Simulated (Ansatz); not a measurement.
Mulliken charges of F3HSTi, SMILES `[F][Ti]([F])([F])[SH]` from PBE/def2-TZVPP in Ansatz (PBE0-D4/def2-TZVP geometry).

| atom | x (Å) | y (Å) | z (Å) | charge (e) |
| --- | --- | --- | --- | --- |
| F1 | -0.602 | -0.811 | 1.573 | -0.309 |
| Ti2 | 0.267 | -0.470 | 0.100 | 1.021 |
| F3 | 1.965 | -0.805 | 0.248 | -0.304 |
| F4 | -0.475 | -1.393 | -1.182 | -0.309 |
| S5 | 0.117 | 1.748 | -0.375 | -0.222 |
| H6 | -1.229 | 1.667 | -0.410 | 0.122 |

Task: By hand: the dipole of these point charges (1 e Å = 4.8032 D).

Result: Σ q r = (-0.168, 0.261, -0.061) e Å, of length 0.316 e Å = 1.52 D.

Task: How does the dipole of the full density compare? (Estimate.)

Result: The calculation gave: (-0.137, 0.116, -0.029) e Å, 0.87 D; the point charges give 1.75 times that, at 17° from its direction.

Point charges leave out the atoms' own dipoles, such as those of lone pairs, and Mulliken's split depends on the basis, so the two needn't agree.
